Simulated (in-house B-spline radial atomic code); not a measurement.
Results of a calculation; reference values are marked as such.
# Building a PAW d channel for W, r_c = 1.34 bohr

W, [Xe] 4f14 5d4 6s2, non-relativistic PBE (a model for so heavy an element), spherical and spin-unpolarised, from an all-electron radial atomic-structure program (B-spline basis) (atomic units; all potentials screened as in the neutral atom).

Two all-electron partial waves φ1, φ2 are integrated outwards at E1 = ε(5d) = -0.213333 and E2 = E1 + 1.5 hartree; φ1 is the bound orbital and φ2 has unit norm inside r_c = 1.3356 bohr. Smooth partners are polynomials, r^3(a0 + a1 r² + a2 r⁴ + a3 r⁶), matched to φ and three derivatives at r_c, with no condition on the norm. The local potential is -22.5443 + (29.844) r² + (-16.801) r⁴ + (3.52834) r⁶ inside 1.0935 bohr and the all-electron one outside.

```json
{"wave": "1", "φ(r_c)": "0.7565338", "φ'(r_c)": "0.1795845", "a0": "1.275684", "a1": "-0.9358478", "a2": "0.2797982", "a3": "-0.03154943"}
{"wave": "2", "φ(r_c)": "1.176525", "φ'(r_c)": "-1.632377", "a0": "3.550253", "a1": "-3.148426", "a2": "1.024967", "a3": "-0.1236161"}
```

Inside r_c the overlaps are <φi φj> = [[0.23695, 0.48208], [0.48208, 1.00000]] and, for the smooth waves, [[0.23439, 0.48028], [0.48028, 1.00404]]. With χj = (Ej − T − V_local) applied to smooth wave j, the program's quadrature gives the matrix B_ij = <smooth i, χj> as [[0.34388, 0.82516], [0.82785, 2.00804]].

Check the match of the first wave, and find the augmentation charges q_ij.

At r_c the four terms are 3.03929, -3.97729, 2.12119, -0.42666, which sum to 0.7565, φ1(r_c) to rounding. q_ij is the all-electron overlap less the smooth one: [[0.00256, 0.00179], [0.00179, -0.00404]]. The smooth first wave has a norm of 0.2344 inside r_c against 0.2370, and q11 > 0 puts back the missing charge.

B isn't symmetric. Show that D_ij = B_ij + Ej q_ij is.

Integrating by parts gives B12 − B21 = (E1 − E2) q12: 0.82516 − (0.82785) = -0.00269, and −1.5 × (0.00179) = -0.00269. So D12 = 0.82516 + (1.286667)(0.00179) = 0.82747 and D21 = 0.82785 + (-0.213333)(0.00179) = 0.82747; D11 = 0.34334, D22 = 2.00284. The projectors, p = (B⁻¹)ᵀ χ, are dual to the smooth waves; det B = 0.0074, small beside B11 B22, as the two smooth waves look alike inside r_c.

Solving (T + V_local + Σ p D p) ψ = E (1 + Σ p q p) ψ in a sphere of 9 bohr, whose wall lifts the free-atom level a little, gives these levels:

```json
{"all-electron": "-0.213292", "one projector": "-0.213292", "two projectors": "-0.213292"}
{"all-electron": "0.114103", "one projector": "0.114041", "two projectors": "0.114103"}
{"all-electron": "0.412094", "one projector": "0.411642", "two projectors": "0.412091"}
{"all-electron": "0.869325", "one projector": "0.867414", "two projectors": "0.869322"}
{"all-electron": "1.470470", "one projector": "1.464310", "two projectors": "1.470470"}
```

What does the second projector gain?

With one projector the errors are 0.00, -0.06, -0.45, -1.91, -6.16 millihartree. With two the errors are 0.00, 0.00, 0.00, 0.00, 0.00 millihartree. The scattering is exact at E1 and at E2 = 1.287, and over all levels compared the largest error is under 0.01 millihartree. The lowest eigenvalue of the overlap operator is 1 with one and 0.9217 with two projectors. The smooth orbital alone needs a cutoff of 13.9 hartree for 1 millihartree of kinetic energy, against 14.4 for a norm-conserving Troullier-Martins orbital of the same radius.
